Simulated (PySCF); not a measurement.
Bond curve of BeAl⁻

Set-up: Be aug-cc-pVDZ-DK, Al aug-cc-pVDZ-DK; spin-free X2C with a Gaussian nucleus (PySCF 2.14). Energies in eV from Be + Al⁻ in their ground configurations at the same level. State: ³Σ⁻ (triplet), unpaired electrons π ↑↑.

| R (Å) | CAM-B3LYP | BP86 | ROHF-CCSD(T) |
| --- | --- | --- | --- |
| 1.994 | -0.722 | -1.071 |  |
| 2.086 | -0.921 | -1.293 | -0.871 |
| 2.179 | -1.029 | -1.419 | -1.015 |
| 2.248 | -1.066 | -1.466 | -1.072 |
| 2.318 | -1.075 | -1.482 | -1.097 |
| 2.388 | -1.063 | -1.474 | -1.096 |
| 2.480 | -1.024 | -1.435 | -1.066 |
| 2.596 | -0.953 | -1.358 | -0.998 |
| 2.735 | -0.852 | -1.242 | -0.893 |
| 2.921 | -0.715 | -1.076 |  |

Put a parabola through the three lowest points of the CAM-B3LYP curve and estimate Re, k and ωe (reduced mass 6.756 u; 1 eV/Å² = 0.16022 mdyn/Å; ωe = 1302.8·√(k/μ) cm⁻¹).

Through R = 2.248, 2.318, 2.388 Å the second-order coefficient is 2.14 eV/Å², so Re ≈ 2.313 Å, k ≈ 0.687 mdyn/Å and ωe ≈ 415 cm⁻¹. A polynomial fit of higher order to the unrounded CAM-B3LYP energies gives Re = 2.309 Å, k = 0.713 mdyn/Å, ωe = 423 cm⁻¹; anharmonicity and rounding make the difference.

The higher-order fit for each curve: CAM-B3LYP: Re = 2.309 Å, ωe = 423 cm⁻¹, De = 1.08 eV; BP86: Re = 2.326 Å, ωe = 439 cm⁻¹, De = 1.48 eV; ROHF-CCSD(T): Re = 2.349 Å, ωe = 432 cm⁻¹, De = 1.10 eV.

Correlated steps freeze 5 core orbitals. Correlated levels converge slowly with the basis: in double zeta they bind strong bonds too weakly, by up to about 1 eV, and carry superposition errors of some tenths. For an ion De counts to the pair picked by the measured ionisation energies or electron affinities, which need not be the lowest pair at this level. The highest Kohn–Sham level is positive in this anion. Much of that is self-interaction error, but it also means that the finite basis helps to hold the extra electron. The state is the lowest determinant that a PBE0 search found; another state may lie lower at other levels.
